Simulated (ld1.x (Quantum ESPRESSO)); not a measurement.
# iron (Fe): variants of one TM potential

Base potential:

* Element: Fe (Z = 26)
* Generator: ld1.x (Quantum ESPRESSO) 7.5
* Type: norm-conserving Troullier–Martins (Kleinman–Bylander form)
* Functional: PBEsol
* Relativity: scalar-relativistic
* Frozen core: [Ne] 3s2
* Valence charge: 14
* Reference configuration: 3p6 3d6 4s2 4p0
* Partial waves: 3p (bound): rc 1.30 bohr; 3d (bound): rc 1.00 bohr; 4s (bound): rc 2.25 bohr
* Local potential: the s channel
* Core correction: none

All-electron outer shells of the reference configuration (PBEsol, scalar-relativistic, ld1.x):

```csv
shell,level (eV),outermost node (bohr),outermost maximum (bohr)
2p,-697.99,–,0.18
3s,-93.77,0.33,0.70
3p,-59.92,0.30,0.72
3d,-7.53,–,0.71
4s,-5.31,1.00,2.41
4p,-1.30,1.10,3.29
```

Cutoffs, loose and tight: the cutoffs (Ry, on a coarse ladder) from which the occupation-weighted sum of valence levels, in a spherical-Bessel basis at the reference potential, stays within 10 and 1 mRy of its value at 400 Ry. They do not see the model core or the augmentation charge, which bear on the density cutoff. Test errors are all-electron minus pseudo excitation energies from the reference, over the configurations 3p6 3d6 4s1 4p0; 3p6 3d6 4s0 4p0; 3p6 3d5 4s0 4p0; 3p6 3d6 4s0 4p2; 3p6 3d7 4s1 4p0; 3p6 3d6 4s1 4p1; 3p6 3d6 4s0 4p1. A dash means not determined; rows that change the core or the reference have their own tests. The largest error is taken over the tests solved by every variant that gives reliable tests at all: 3p6 3d5 4s0 4p0; 3p6 3d6 4s0 4p0; 3p6 3d6 4s0 4p1; 3p6 3d6 4s0 4p2; 3p6 3d7 4s1 4p0.

A true bound ghost makes a file unfit for plane-wave use even where its test errors are small: the radial tests pick states by their node count and pass the ghost by.

| change | outcome | cutoff, loose | cutoff, tight | bound ghosts | largest test error (meV) |
| --- | --- | --- | --- | --- | --- |
| base | generated | 200 Ry | 300 Ry | none | -1534 |
| wave 3p (bound): rc 1.30 bohr becomes 3p (bound): rc 0.98 bohr | generated | 200 Ry | 300 Ry | none | -1534 |
| core correction a·sin(br)/r model core inside 0.98 bohr | generated | 200 Ry | 300 Ry | none | -1538 |
| wave 3d (bound): rc 1.00 bohr becomes 3d (bound): rc 1.36 bohr | generated | 120 Ry | 200 Ry | none | -1531 |
| wave 4s (bound): rc 2.25 bohr becomes 4s (bound): rc 1.60 bohr | generated | 200 Ry | 300 Ry | none | -1290 |
| core [Ar], valence charge 8; reference 3d6 4s1 4p0; waves now 4p (bound): rc 2.40 bohr; 3d (bound): rc 0.85 bohr; 4s (bound): rc 2.15 bohr; core correction Bessel-smoothed model core inside 0.70 bohr | generated | 260 Ry | over 300 Ry | none | -565 |
| reference 3p6 3d6 4s1.5 4p0.5 | generated, misses its reference levels by 0.55 eV | 200 Ry | 300 Ry | none | +859 |

(1) What comes out with this change to the base: local potential the d channel?

(2) What comes out with this change to the base: all radii scaled by about 0.92 (s 2.06, p 1.20, d 0.92 bohr)?

## Answers

(1) outcome: generated; cutoff, loose: 200 Ry; cutoff, tight: 230 Ry; bound ghosts: s; largest test error (meV): +91.

(2) outcome: generated; cutoff, loose: 230 Ry; cutoff, tight: 300 Ry; bound ghosts: none; largest test error (meV): -1533.
